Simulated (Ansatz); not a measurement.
A run for Ansatz (an electronic-structure program): U-CCSD(T)/def2-TZVPPD on HKO (SMILES [OH][K]), a point of a bond scan (R = 2.202 Å). Files ending in .json are basis or fitting sets from the Basis Set Exchange.

Ansatz 0.2 input:
```yaml
crystal:
  periodic: [false, false, false]
  atoms:
    - {symbol: K, position_ang: [-0.00000000, -0.00000000, -0.74842630]}
    - {symbol: O, position_ang: [0.00000000, 0.00000000, 1.47363496]}
    - {symbol: H, position_ang: [0.00000000, 0.00000000, 3.67562069]}
basis:
  gaussian:
    orbitals: def2-TZVPPD.json
correlation: {method: ccsd_t, electrons: outside_noble_gas}
scf: {omitted_lower_state_checks: [cluster_reference]}
magnetization: {spin_polarized: true, initial_magnetization: 0}
```

### Question
Predict the final total energy.

### Answer
-674.7395 hartree (reference determinant -674.5064, T1 diagnostic 0.033). Its determinant has ⟨S²⟩ = 0.96, a mixture of spin states.

### Question
How many basis functions does it have, and what does it roughly cost on one machine?

### Answer
93 functions; around 17 core-seconds (rough).
